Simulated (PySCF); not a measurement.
```xyz
4

F      1.1394    -0.5189    -0.0744
C     -0.0018     0.0840     0.2446
F     -1.0496    -0.6693    -0.0745
H     -0.0735     1.1153    -0.0974
```

Charge 0, multiplicity 2.

Problem. Give the Mulliken and meta-Löwdin atomic charges from PBE-D3(BJ)/def2-TZVP // B3LYP-D3(BJ)/def2-TZVP (PySCF 2.14.0).

Solution. 
```json
[
 {"atom": "F1", "Mulliken (e)": "-0.13", "meta-Löwdin (e)": "-0.21"},
 {"atom": "C2", "Mulliken (e)": "0.14", "meta-Löwdin (e)": "0.30"},
 {"atom": "F3", "Mulliken (e)": "-0.13", "meta-Löwdin (e)": "-0.21"},
 {"atom": "H4", "Mulliken (e)": "0.11", "meta-Löwdin (e)": "0.12"}
]
```
